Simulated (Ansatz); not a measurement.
Cost and result for the atomization energy of CH9GePSi (`C[SiH2][GeH2][PH2]`) (13 atoms, 12 bonds).

```xyz
13

C     1.3092    1.2478   -0.8875
Si    1.2833    0.0903    0.5875
Ge   -0.6589   -1.2861    0.5352
P    -2.5315    0.1011    0.5163
H     1.3121    0.6848   -1.8234
H     0.4320    1.8986   -0.8846
H     2.2001    1.8794   -0.8669
H     1.2659    0.8687    1.8569
H     2.4975   -0.7726    0.5951
H    -0.6464   -2.2277   -0.6870
H    -0.7658   -2.1593    1.7999
H    -3.4221   -0.9051    0.0558
H    -2.2754    0.5800   -0.7973
```

Charge 0, multiplicity 1. Correlated methods include outer-core shells of Ge, which these sets cover unevenly. Scalar relativity is left out up to krypton. Geometry: relaxed with PBE0-D4/def2-TZVP. It is one conformer, not always the lowest. Program: Ansatz. All runs use 4 threads of an AMD EPYC on a shared host. Times are those of one run each, without the atoms' runs, and a repeat can differ threefold. Electronic energies, without spin–orbit coupling; frozen cores. CCSD(T)/CBS adds CCSD(T) − MP2 in def2-TZVPP to the MP2 limit, and its time is that of the two runs behind it. T1 = 0.012. With those shells the extrapolation isn't a true limit. B3LYP takes the VWN-RPA correlation (the form of Gaussian; ORCA's B3LYP/G).

CCSD(T)/CBS is a level of theory with its own doubt, some kJ/mol a heavy atom from the limit and from the frozen cores, so smaller differences don't rank the functionals.

```tsv
level	functions	wall time
PBE-D4/def2-TZVPP (with forces)	289	11 s
PBE0-D4/def2-TZVPP	289	17 s
r2SCAN-D4/def2-TZVPP (with forces)	289	18 s
B3LYP-D4/def2-TZVPP (with forces)	289	25 s
B2PLYP/def2-TZVPP	289	32 s
ωB97X-V/def2-TZVPP	289	39 s
ωB97M-V/def2-TZVPP (with forces)	289	51 s
MP2/def2-QZVPP	556	120 s
CCSD(T)/def2-TZVPP	289	12 min
CCSD(T)/CBS(def2)	–	14 min
```

**Question.** What atomization energy does each give, and how far from CCSD(T)/CBS? (Best estimate.)

**Answer.** Ansatz gave: 
```tsv
level	atomization (kcal/mol)	difference from CCSD(T)/CBS	per bond
PBE-D4/def2-TZVPP (with forces)	949.1	-2.9	-0.2
PBE0-D4/def2-TZVPP	944.9	-7.1	-0.6
r2SCAN-D4/def2-TZVPP (with forces)	951.7	-0.3	0.0
B3LYP-D4/def2-TZVPP (with forces)	951.6	-0.4	0.0
B2PLYP/def2-TZVPP	936.6	-15.4	-1.3
ωB97X-V/def2-TZVPP	960.4	8.4	0.7
ωB97M-V/def2-TZVPP (with forces)	952.0	0.0	0.0
MP2/def2-QZVPP	932.8	-19.2	-1.6
CCSD(T)/def2-TZVPP	930.3	-21.7	-1.8
CCSD(T)/CBS(def2)	952.0	0.0	0.0
```

From PBE to PBE0 (25 % exact exchange), in def2-TZVPP and without D4, the atomization energy moves by −3.2 kcal/mol: exact exchange takes away binding that semilocal exchange gives to molecules. The D4 term adds +11.7 kcal/mol with B3LYP and +6.3 kcal/mol with PBE0; it sums over pairs of atoms, weighted by their polarisabilities, and B3LYP, whose exchange is more repulsive, gets the larger term. In def2-TZVPP, CCSD(T) changes the Hartree–Fock value by +224.9 kcal/mol (the triples alone add +10.0 kcal/mol) and MP2 by +214.8 kcal/mol; breaking electron pairs costs correlation energy, which Hartree–Fock lacks.
